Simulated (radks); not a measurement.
Question: The mean radii <r> (bohr) of the occupied orbitals of an atom or ion are listed with their occupations. Method: non-relativistic Kohn-Sham, Slater X-alpha with alpha = 0.667, spin-unpolarised, spherical densities, point nucleus; computed with a radial shooting solver on a logarithmic mesh with Libxc functionals.

orbital  occ.     <r>
1s          2  0.3324
2s          2   1.806

Name the element and its charge.

Answer: Z = 5, boron, charge +1: B+ in [He] 2s2. The 1s radius gives Z: for a bare nucleus <r> = 1.5/Z, 0.3 bohr for Z = 5, and screening makes it slightly larger (0.3324 here). The occupations add up to 4, and the charge is Z minus that.
